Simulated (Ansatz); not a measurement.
Results of the Gaussian-basis code of Ansatz.

A structure relaxed at PBE0-D4/def2-TZVP, charge 0, multiplicity 1:

```xyz
8

C     0.225    1.211    0.941
S     0.440   -0.524    0.460
Si   -0.688   -0.532   -1.365
O    -0.516   -2.103   -1.838
H     1.201    1.688    1.003
H    -0.265    1.255    1.912
H    -0.387    1.739    0.206
H    -0.009   -2.733   -1.319
```

Problem. Give its formula and SMILES.

Solution. CH4OSSi, `CS[Si]O`.

Problem. Point group (tolerance 0.08 Å, 0.16 Å for H)?

Solution. Cs.

Problem. Summarise the bond lengths by kind.

Solution. 1 × C–S 1.813 Å; 3 × C–H 1.089 to 1.092 Å; 1 × S–Si 2.146 Å; 1 × O–Si 1.649 Å; 1 × H–O 0.961 Å.
